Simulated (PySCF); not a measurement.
## Mo (molybdenum, neutral) across methods

[Kr] 4d4 5s1 5p1, one real determinant (an excited configuration). Computed with PySCF 2.14 in ANO-RCC-VTZP (7s6p4d2f1g, 68 functions), with scalar relativity by spin-free X2C-1e. The B2PLYP total includes its PT2 part (frozen core); its orbital energies are those of the SCF part.

```tsv
method	E (hartree)	mean ε 4d α (eV)	mean ε 5s α (eV)	mean ε 5p α (eV)	Σ⟨r²⟩ (bohr²)	⟨S²⟩
PBE0	-4047.79	-9.220	-7.011	-3.196	66.37	12.001
r2SCANh	-4048.10	-8.671	-6.778	-2.892	66.19	12.002
LDA	-4043.35	-7.776	-6.414	-2.596	66.39	12.000
LC-wPBE	-4047.72	-11.650	-9.276	-4.909	65.81	12.002
PBE	-4047.72	-7.722	-6.196	-2.523	66.48	12.001
UHF	-4045.97197	-12.761	-9.219	-4.888	66.30	12.003
r2SCAN	-4048.11	-8.114	-6.474	-2.651	66.21	12.002
```

Question: Estimate the same row for B2PLYP.

Answer: E (hartree) = -4047.56; mean ε 4d α (eV) = -10.139; mean ε 5s α (eV) = -7.578; mean ε 5p α (eV) = -3.422; Σ⟨r²⟩ (bohr²) = 66.38; ⟨S²⟩ = 12.001.

⟨L²⟩ = 7.98 against 12 for a pure F term, so this real determinant mixes terms.
